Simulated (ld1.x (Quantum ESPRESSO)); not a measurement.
Reading a pseudo-wave (chlorine (Cl))

Columns: radius, all-electron u(r) and pseudo u(r) of the 3p shell (level -8.69 eV) of chlorine in the configuration [Ne] 3s2 3p5; BP86, scalar-relativistic, ultrasoft scheme, ld1.x (Quantum ESPRESSO) 7.5.

```csv
r (bohr),all-electron,pseudo
0.085,0.1582,-0.0097
0.170,0.3194,-0.0383
0.255,0.3594,-0.0840
0.340,0.2992,-0.1442
0.425,0.1797,-0.2155
0.510,0.0341,-0.2939
0.595,-0.1158,-0.3754
0.680,-0.2569,-0.4559
0.765,-0.3824,-0.5317
0.850,-0.4896,-0.5999
0.935,-0.5778,-0.6582
1.020,-0.6475,-0.7053
1.105,-0.7001,-0.7407
1.190,-0.7371,-0.7647
1.275,-0.7607,-0.7784
1.360,-0.7728,-0.7831
1.445,-0.7754,-0.7804
1.530,-0.7701,-0.7720
1.615,-0.7587,-0.7591
1.700,-0.7424,-0.7424
1.785,-0.7224,-0.7224
1.870,-0.6996,-0.6996
1.955,-0.6749,-0.6749
2.040,-0.6488,-0.6488
2.125,-0.6219,-0.6219
2.210,-0.5946,-0.5946
```

Q: How many radial nodes do the two functions have?

A: The all-electron 3p function has n − l − 1 = 1; the pseudo-wave has 0, since the states of the same l below it are removed with the core.

Q: At about which radius was the pseudo-wave matched?

A: 1.70 bohr, where the columns begin to agree (steps of 0.09 bohr).

Q: Where does each function peak?

A: Outermost all-electron maximum near 1.45 bohr, pseudo maximum near 1.36 bohr (to the table’s step).

Q: Is the pseudo-wave norm-conserving?

A: No, it belongs to an ultrasoft set: the norm inside the radius is not constrained, and the difference is carried by the augmentation charge.
